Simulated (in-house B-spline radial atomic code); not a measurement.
A fraction x of an electron is removed from 6s in neutral terbium, starting from [Xe] 4f9 6s2 and keeping the highest spin. All numbers are computed (scalar-relativistic (X2C) revTPSS, spin-polarised, spherical fractional occupations; Fermi nucleus of rms radius 5.06 fm) with an all-electron radial atomic-structure program (B-spline basis), not measured.

```csv
x,E(x) - E(0) (eV),6s down level (eV)
0,0.0000,-3.639
0.06,0.2255,-3.880
0.2,0.8081,-4.443
0.31,1.3213,-4.887
0.45,2.0452,-5.454
0.5,2.3229,-5.657
0.56,2.6697,-5.904
0.65,3.2180,-6.281
0.84,4.4933,-7.178
0.98,5.5565,-8.014
1,5.7172,-
```

The exact functional would give a straight line between the two integer points. Deviations E(x) - E(0) - x[E(1) - E(0)], in eV: -0.118 at x = 0.06, -0.335 at x = 0.2, -0.451 at x = 0.31, -0.528 at x = 0.45, -0.536 at x = 0.5, -0.532 at x = 0.56, -0.498 at x = 0.65, -0.309 at x = 0.84, -0.046 at x = 0.98.

The curve lies below the straight line by up to 0.536 eV (at x = 0.5): convex, the delocalisation error that favours fractional charges.

(1) How well does Slater's transition state (minus the level at half occupation) give the ionisation energy?

Answers

(1) It gives 5.657 eV against 5.717 eV from the two total energies; NIST lists 5.86 eV, ground level to ground level.
